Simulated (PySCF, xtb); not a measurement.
C2H7NSi2, SMILES C(C#N)[SiH2][SiH3].

GFN2-xTB (xtb 6.7.1) at its own geometry gives an orbital gap of 4.40 eV and a dipole moment of 3.82 D.

Geometry: B3LYP-D3(BJ)/def2-SVP. The structure was generated by enumeration, and PubChem lists no compound with its InChIKey, so it may never have been made. One conformer was computed; it need not be the lowest.

Q: What does PBE/def2-TZVP in PySCF give? (An estimate is asked for; the answer gives what the named calculation found.)

A: gap 6.14 eV (levels -7.40 and -1.26 eV), dipole 3.74 D.
